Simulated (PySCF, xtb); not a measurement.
N-methylmethanimine cation (C2H5N), SMILES C=NC (connectivity only; charge and spin as stated), charge +1, multiplicity 2.

Harmonic wavenumbers (cm⁻¹) from GFN2-xTB run with xtb 6.7.1 at its own minimum, in rising order: 39, 231, 383, 914, 926, 997, 1045, 1078, 1277, 1283, 1314, 1348, 1947, 2796, 2811, 2912, 2934, 2943.

### Question
What does PBE-D3(BJ)/def2-TZVP (PySCF) give at its own minimum? (An estimate is asked for; the answer gives what the named calculation found.)

### Answer
134, 224, 351, 907, 938, 974, 1061, 1070, 1315, 1332, 1336, 1387, 1807, 2854, 2893, 2991, 2998, 3044. Paired by order, the mean absolute difference is 49 cm⁻¹ and the zero-point energies are 38.9 and 39.5 kcal/mol.
